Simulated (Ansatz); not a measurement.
One geometry of the cluster Si2F3⁻, several levels of theory.

```yaml
crystal:
  periodic: [false, false, false]
  atoms:
    - {symbol: Si, position_ang: [1.958139, 0.496226, -0.918547]}
    - {symbol: Si, position_ang: [0.348441, -0.208378, 0.503406]}
    - {symbol: F, position_ang: [2.127436, 1.443475, -2.324245]}
    - {symbol: F, position_ang: [-1.068142, 0.528490, -0.208329]}
    - {symbol: F, position_ang: [3.582427, 0.051887, -0.682286]}
basis:
  gaussian: {orbitals: "def2-TZVPPD.json", initial_orbitals: start.molden}
total_charge: -1
correlation: {method: ccsd_t}
scf: {omitted_lower_state_checks: [starts]}
output: {orbitals: {seedname: orbitals}}
```

The file start.molden holds the orbitals of an earlier run on this structure, at another level or in another basis.

```sh
$ ansatz run in.yaml --threads 4 --pin off --events-out ev --progress --plain --max-ram 4787MiB
```

Shortened log:

```
Functional definition: HF
1341 factors; integrals over basis functions are off by at most 7.2e-4 eV
mean field evaluation 1: about -23848.3243 eV, gradient 3.5e1 eV
mean field evaluation 2: about -23849.3641 eV, gradient 1.4e0 eV
mean field evaluation 4: about -23849.7540 eV, gradient 2.7e-2 eV
mean field evaluation 8: about -23849.7543 eV, gradient 3.0e-6 eV
mean field -23849.75430240 eV, -876.4623046690 hartree, gradient 2.2e-6 eV, S^2 0.000000; 0 other end points of the search recorded, 0 dependent functions left out; unrestricted orbitals would lower it
mean field evaluation 16: about -23849.8378 eV, gradient 1.4e-1 eV
13 core orbitals not correlated: weight in the atoms' cores, before any rotation towards them, 1.000 or more for the frozen orbitals, at most 0.000 for the correlated occupied ones
reference -23849.75430240 eV, -876.4623046690 hartree; 15, 15 occupied and 188, 188 virtual orbitals, 1341 factors
second order -26.98222820 eV of doubles, -0.00000000 eV of singles
cycle   1  -26.54348097 eV  change    4.4e-1 eV  update   1.4e-1
cycle   2  -27.20522582 eV  change   -6.6e-1 eV  update   5.0e-2
cycle   3  -27.39437652 eV  change   -1.9e-1 eV  update   2.7e-2
cycle   4  -27.36749248 eV  change    2.7e-2 eV  update   7.7e-3
cycle   5  -27.35857199 eV  change    8.9e-3 eV  update   3.9e-3
cycle   6  -27.36280358 eV  change   -4.2e-3 eV  update   1.8e-3
cycle   7  -27.36255222 eV  change    2.5e-4 eV  update   8.6e-4
cycle   8  -27.36188266 eV  change    6.7e-4 eV  update   3.8e-4
cycle   9  -27.36212026 eV  change   -2.4e-4 eV  update   1.6e-4
cycle  10  -27.36226938 eV  change   -1.5e-4 eV  update   6.2e-5
cycle  11  -27.36217105 eV  change    9.8e-5 eV  update   2.7e-5
cycle  12  -27.36218375 eV  change   -1.3e-5 eV  update   1.2e-5
perturbative correction -1.07115393 eV, -0.0393641808 hartree
Total energy: -23878.18764008 eV, -877.5072105560 hartree
Checks for a lower state left out: starts
```

Run time 43 s (4 threads of Intel Xeon Platinum 8488C on a shared host), peak host memory 3.2 GiB.

First input, but with `gaussian: {orbitals: def2-TZVPD, initial_orbitals: start.molden}`, `hamiltonian: {xc: r2scan, dispersion: d4}` and without the key `correlation` (abridged; 1.7 s):

```
Functional definition: r2SCAN
mean field -23909.69086191 eV, -878.6649326046 hartree, gradient 1.5e-5 eV, S^2 0.000000
Total energy: -23909.72191752 eV, -878.6660738771 hartree
Checks for a lower state left out: starts
```

As the first input, with `gaussian: {orbitals: def2-TZVPD, initial_orbitals: start.molden}`, `hamiltonian: {xc: {name: B3LYP}, dispersion: d4}` and without the key `correlation` (abridged; 1.7 s):

```
Functional definition: B3LYP
mean field -23915.55142563 eV, -878.8803043491 hartree, gradient 1.6e-5 eV, S^2 0.000000
Total energy: -23915.77917168 eV, -878.8886738619 hartree
Checks for a lower state left out: starts
```

As the first input, with `gaussian: {orbitals: def2-TZVPD, initial_orbitals: start.molden}`, `correlation: {method: mp2}` (abridged; 2 s):

```
Functional definition: HF
mean field -23849.73770345 eV, -876.4616946690 hartree, gradient 1.9e-6 eV, S^2 0.000000; unrestricted orbitals would lower it
13 core orbitals not correlated: weight in the atoms' cores, before any rotation towards them, 1.000 or more for the frozen orbitals, at most 0.000 for the correlated occupied ones
second order -26.90605158 eV of doubles, -0.00000000 eV of singles
Total energy: -23876.64375503 eV, -877.4504738269 hartree
Checks for a lower state left out: starts
```

As the first input, with `gaussian: {orbitals: def2-SVPD, initial_orbitals: start.molden}`, `hamiltonian: {xc: pbe, dispersion: d4}` and without the key `correlation` (abridged; 0.6 s):

```
Functional definition: PBE
mean field -23884.02690577 eV, -877.7217996123 hartree, gradient 9.2e-6 eV, S^2 0.000000
Total energy: -23884.16545666 eV, -877.7268912633 hartree
Checks for a lower state left out: starts
```

As the first input, with `gaussian: {orbitals: STO-3G}`, `hamiltonian: {xc: hf}` and without the key `correlation` (abridged; 0.1 s):

```
Functional definition: HF
mean field -23539.95184768 eV, -865.0772744499 hartree, gradient 6.6e-5 eV, S^2 0.000000
Total energy: -23539.95184768 eV, -865.0772744499 hartree
Checks for a lower state left out: starts
```

First input, but with `gaussian: {orbitals: def2-SVPD, initial_orbitals: start.molden}`, `hamiltonian: {xc: {text: "exchange = 0.90*pbe_x + 0.10*exact_x\ncorrelation = pbe_c"}}` and without the key `correlation` (abridged; 0.75 s):

```
Functional definition: unnamed
mean field -23884.35765185 eV, -877.7339543063 hartree, gradient 1.3e-5 eV, S^2 0.000000
Total energy: -23884.35769164 eV, -877.7339557688 hartree
Checks for a lower state left out: starts
```

Geometry: PBE-D4/def2-SVPD.

B3LYP takes the VWN-RPA correlation. Correlated methods freeze 13 core orbitals. At CCSD(T)/def2-TZVPPD, MP2/def2-TZVPD the restricted singlet (for correlated methods, its reference) is unstable: a solution with broken spin symmetry lies lower. At r2SCAN-D4/def2-TZVPD, PBE-D4/def2-SVPD, HF/STO-3G, PBE with 10 % exact exchange/def2-SVPD the highest occupied level of the charge -1 singlet lies above zero (up to 4.46 eV). In Hartree–Fock with STO-3G the lack of diffuse functions raises the level. By energy differences its removal costs 2.23 eV (vertical, to the charge 0 doublet, at PBE0-D4/def2-TZVPD). The restricted singlet is unstable towards broken spin symmetry in Hartree–Fock (as tested in another run); at HF/STO-3G this wasn't settled. The structure comes from a short search, and lower isomers may exist.
